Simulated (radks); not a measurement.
Results of a calculation; reference values are marked as such.
Effect of the nuclear size on the scandium ion Sc4+, [Ne] 3s2 3p5. Code: a radial shooting solver on a logarithmic mesh with Libxc functionals. Model: Dirac Kohn-Sham, relativistic LDA (MacDonald-Vosko exchange, VWN5 correlation), spin-unpolarised, spherical densities, finite nucleus; open shells are shared between the two j in proportion to 2j + 1; Fermi nuclear charge, rms radius 3.5459 fm. The rms radius is varied about that value; shifts are against it.

| rms radius (fm) | total energy shift (eV) | density at nucleus (e/bohr^3) | 1s1/2 shift (meV) | 2s1/2 shift (meV) | 2p1/2 shift (meV) | 3s1/2 shift (meV) |
|---|---|---|---|---|---|---|
| 2.9786 | -0.0113 | 7228 | -4.77 | -0.388 | 0.057 | -0.055 |
| 3.3722 | -0.00367 | 7202 | -1.55 | -0.126 | 0.018 | -0.018 |
| 3.5459 | 0 | 7192 | 0.000 | 0.000 | 0.000 | 0.000 |
| 3.6877 | 0.00313 | 7184 | 1.32 | 0.107 | -0.016 | 0.015 |
| 4.0707 | 0.0122 | 7164 | 5.13 | 0.417 | -0.061 | 0.059 |

Slopes of the eigenvalues against <r^2> in GHz/fm^2, as finite differences over the two radii next to the reference (eigenvalue slopes, not the field-shift constants of lines): 1s1/2 311, 2s1/2 25.3, 2p1/2 -3.69, 3s1/2 3.59.
